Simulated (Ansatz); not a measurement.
`[InH2][I]` + `C[NH][GeH3]` → `C[N]([GeH3])[InH2]` + HI  (ligand exchange at the In–I bond)

Computed with Ansatz on PBE0-D4/def2-TZVP structures; ΔE is electronic, products minus reactants. CBS: MP2 limit from def2 TZ/QZ plus the TZ coupled-cluster correction, frozen cores. Functionals use def2-TZVPP. B3LYP here is the variant with VWN-RPA as its local correlation; programs differ in this. def2 core potentials past Kr. For Ge, I, In outer-core shells are correlated without core-valence functions, which leaves a few kJ/mol of doubt a bond. Scalar relativity is left out up to krypton.

**Question.** Is it downhill or uphill in electronic energy at CCSD(T)/CBS, and by how much? (Estimate.)

**Answer.** The calculation gave: Uphill: ΔE = +121.9 kJ/mol.

**Question.** What do these levels give: LDA (SPW92), BLYP-D4, B97M-V, PBE0-D4, B3LYP-D4, ωB97X-V, B2PLYP, r2SCANh, BHLYP, LC-ωPBE, HF/def2-SVP, MP2/def2-TZVPP? (Estimate.)

**Answer.** The calculation gave: LDA (SPW92) 116.5, BLYP-D4 117.4, B97M-V 123.3, PBE0-D4 134.6, B3LYP-D4 127.6, ωB97X-V 129.1, B2PLYP 127.9, r2SCANh 135.3, BHLYP 146.4, LC-ωPBE 132.5, HF/def2-SVP 162.1, MP2/def2-TZVPP 116.6 kJ/mol.

Largest T1 diagnostic among the species: 0.015.

From BLYP to BHLYP (50 % exact exchange), in def2-TZVPP and without D4, ΔE moves by +17.5 kJ/mol. In def2-TZVPP, CCSD(T) changes the Hartree–Fock value by −49.2 kJ/mol (the triples alone add −6.5 kJ/mol) and MP2 by −46.9 kJ/mol. The D4 term adds −8.9 kJ/mol with B3LYP and −4.9 kJ/mol with PBE0; it sums over pairs of atoms, weighted by their polarisabilities, and B3LYP, whose exchange is more repulsive, gets the larger term.
